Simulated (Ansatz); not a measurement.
Coupled-cluster diagnostics for GaO2H, Ansatz.

Geometry of the singlet (B3LYP-D4/def2-TZVP):

```xyz
4

Ga   -0.403   -0.260    0.362
O    -1.692   -0.627    1.328
O     1.014    0.006   -0.646
H     1.081    0.881   -1.044
```

Correlated methods freeze 11 core orbitals; core or outer-core shells of Ga are correlated, in sets that lack core-valence functions. The structure comes from a short search, and lower isomers may exist.

Estimate the CCSD(T) correlation energy, the shares of MP2 and (T), T1 and the reference's ⟨S²⟩ for: charge 0, singlet, own geometry in def2-TZVPP; charge 0, singlet, own geometry in def2-TZVPD; charge 1, doublet, vertical in def2-TZVPP; charge -1, doublet, vertical in def2-TZVPD; and the rough time on 4 threads of Arm Neoverse V1 on a shared host.


| state | basis | correlation (eV) | MP2 share (%) | (T) share (%) | T1 | ⟨S²⟩ (pure) | wall time | remarks |
| --- | --- | --- | --- | --- | --- | --- | --- | --- |
| charge 0, singlet, own geometry | def2-TZVPP | -19.931 | 98.3 | 4.5 | 0.023 | 0.00 (0.00) | 8 s | large T1 (0.023) |
| charge 0, singlet, own geometry | def2-TZVPD | -20.027 | 98.3 | 4.6 | 0.023 | 0.00 (0.00) | 15 s | large T1 (0.023) |
| charge 1, doublet, vertical | def2-TZVPP | -17.686 | 95.7 | 3.8 | 0.019 | 0.76 (0.75) | 31 s | – |
| charge -1, doublet, vertical | def2-TZVPD | -20.525 | 98.0 | 4.8 | 0.027 | 0.76 (0.75) | 69 s | – |
Customary marks for T1 are 0.02 (closed shells), 0.045 (open shells) and about 0.05 (3d metals). T1 exceeds 0.02 in 3 of 4 rows and 0.045 in 0; the higher it lies, the less the single-reference result can be trusted.
